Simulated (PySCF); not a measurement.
Species: C7H12O3.
Numbering: `[CH3:1][O:2][CH2:3][C@@H:4]1[CH2:5][O:6][CH2:7][CH2:8][C:9]1=[O:10]`

Structure used (GFN2-xTB), in Å, numbered top down from 1:
```xyz
22
C7H12O3 angstrom
C      3.522    0.663   -0.150
O      2.257    0.462   -0.726
C      1.367   -0.214    0.131
C      0.019   -0.354   -0.570
C     -0.603    1.029   -0.869
O     -1.849    0.915   -1.501
C     -2.788    0.246   -0.702
C     -2.337   -1.193   -0.385
C     -0.975   -1.133    0.264
O     -0.729   -1.594    1.349
H      4.123    1.182   -0.894
H      3.998   -0.291    0.107
H      3.453    1.275    0.757
H      1.243    0.341    1.074
H      1.756   -1.213    0.381
H      0.165   -0.865   -1.526
H     -0.697    1.590    0.074
H      0.046    1.580   -1.551
H     -3.720    0.237   -1.270
H     -2.948    0.790    0.242
H     -2.265   -1.752   -1.319
H     -3.051   -1.680    0.279
```

Definitions: NICS(0) = −σiso at the ring centroid; NICS(1) = −σiso and NICS(1)zz = −σzz at ±1 Å along the ring normal z. Level: GIAO PBE0/pcSseg-1 (PySCF, non-relativistic, gas phase) on the GFN2-xTB geometry, one conformer.

Ring bond lengths (Å), with Mayer bond orders in brackets: C4–C5 1.546 (0.97), C5–O6 1.402 (0.94), O6–C7 1.403 (0.94), C7–C8 1.540 (1.01), C8–C9 1.510 (1.01), C9–C4 1.513 (0.91).

**Question.** Give the NICS values of each ring in ppm.

**Answer.** 
```json
{"ring": "C4–C5–O6–C7–C8–C9", "type": "6-membered ring with O; formal bonds all single", "NICS(0)": "-1.4", "NICS(1), two faces": "-2.7 / -0.8", "NICS(1)zz, two faces": "-1.2 / 3.4", "rms pucker (Å)": "0.23", "centre to ring atoms, mean (Å)": "1.43"}
```

**Question.** What can be read from them?

**Answer.** 
- C4–C5–O6–C7–C8–C9: mean NICS(1)zz 1.1 ppm, near zero. C4, C5, C7, C8 have four or more neighbours, and the NICS criterion for π rings isn't applied. The two faces differ by 4.6 ppm, so no symmetry operation interchanges them.

**Question.** What are the shieldings of the ring atoms and their hydrogens in the same run (means over atoms taken as equivalent)?

**Answer.** 
```json
{"atoms": "C4", "environment": "sp3 carbon next to a carbonyl", "σ isotropic (ppm)": "130.8"}
{"atoms": "C5", "environment": "sp3 carbon bound to oxygen", "σ isotropic (ppm)": "108.7"}
{"atoms": "O6", "environment": "cyclic ether oxygen", "σ isotropic (ppm)": "277.6"}
{"atoms": "C7", "environment": "sp3 carbon bound to oxygen", "σ isotropic (ppm)": "112.8"}
{"atoms": "C8", "environment": "sp3 carbon next to a carbonyl", "σ isotropic (ppm)": "138.7"}
{"atoms": "C9", "environment": "ketone carbonyl carbon", "σ isotropic (ppm)": "-25.9"}
{"atoms": "H16", "environment": "methine hydrogen", "σ isotropic (ppm)": "28.90"}
{"atoms": "H17", "environment": "methylene hydrogen", "σ isotropic (ppm)": "28.50"}
{"atoms": "H18", "environment": "methylene hydrogen", "σ isotropic (ppm)": "26.89"}
{"atoms": "H19", "environment": "methylene hydrogen", "σ isotropic (ppm)": "27.21"}
{"atoms": "H20", "environment": "methylene hydrogen", "σ isotropic (ppm)": "28.08"}
{"atoms": "H21", "environment": "methylene hydrogen", "σ isotropic (ppm)": "29.07"}
{"atoms": "H22", "environment": "methylene hydrogen", "σ isotropic (ppm)": "29.68"}
```
